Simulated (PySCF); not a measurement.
**C₆ coefficients of unlike pairs at PBE**

Calculated with PySCF 2.14 from the dipole response of each species, C₆(A,B) = (3/π) ∫ α_A(iu) α_B(iu) du, in atomic units, from isotropic polarisabilities. For ions this is the dispersion term alone; charge-induced terms of lower order in 1/R come first.

```csv
species,configuration,basis,relativity,α (bohr³),C₆ (like pair)
Be,[He] 2s2 (1S),"aug-cc-pCVTZ-DK with one added diffuse shell each of s, p, d, f type (8s7p5d3f)",spin-free X2C,42.64,255.3
Mo⁺,[Kr] 4d5 (6S),aug-cc-pVTZ-DK (9s8p6d3f2g),spin-free X2C,22.07,144.6
Cl³⁺,[Ne] 3s2 3p2 (3P),aug-cc-pwCVQZ (10s9p7d5f3g),none,4.361,11.82
Fe,[Ar] 3d6 4s2 (5D),aug-cc-pVDZ-DK (7s6p4d2f),spin-free X2C,61.14,541.5
```

Question: Estimate C₆ for Fe with Mo⁺.

Answer: The integral gives 261.8. The combination rule 2 C_A C_B / (C_A α_B/α_A + C_B α_A/α_B) gives 262.7 and the geometric mean 279.8.

No spin-orbit coupling is included.

The other pairs:

```csv
pair,C₆
"Mo⁺, Be",173.9
"Fe, Be",370.5
"Fe, Cl³⁺",66.25
"Cl³⁺, Mo⁺",40.18
"Cl³⁺, Be",42.94
```
